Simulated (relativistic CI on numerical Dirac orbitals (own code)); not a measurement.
Computed by Dirac-Coulomb-Breit CI, separate exchange-only KLI orbitals for each configuration, QED by a radiative potential, unscaled Slater integrals (own radial code, finite nucleus).

The strongest absorption lines from the ground level of an ion, among the configurations computed and to levels below about 116 eV (vacuum wavelength in nm, gf): 10.713 (6.1), 11.578 (0.085), 12.184 (0.32), 12.317 (0.19), 13.057 (6.9), 15.705 (0.019), 18.989 (0.18), 19.362 (0.95).

**Question.** Which ion is it?
A. I VI
B. I X
C. I VIII
D. La XII

**Answer.** C. I VIII has 46 electrons and the ground level 4p6.4d10 1S_0; the strongest line goes to 4p6.4d9.4f 1P°_1. The pattern of lines fixes the number of electrons, and along that sequence the line energies rise steadily with the charge (about as its square where n changes within one kind of shell, about linearly where n is kept but much faster in heavy ions where fine structure, which grows about as Z⁴, sets the gap, and irregularly where shells cross), which fixes Z. Configurations outside the model, such as inner-shell arrays, can give stronger lines. At this charge configurations can still be misplaced by up to about 7 % of their energy. Levels and lines within the n = 5 or 6 shells can be off by up to 10 % or somewhat more, and those that change n by about 2 %, since core polarisation is missing.

LS names give the leading component of a level, which can be under half, so a name can repeat, a term be missing and a line seem to break the LS rules.
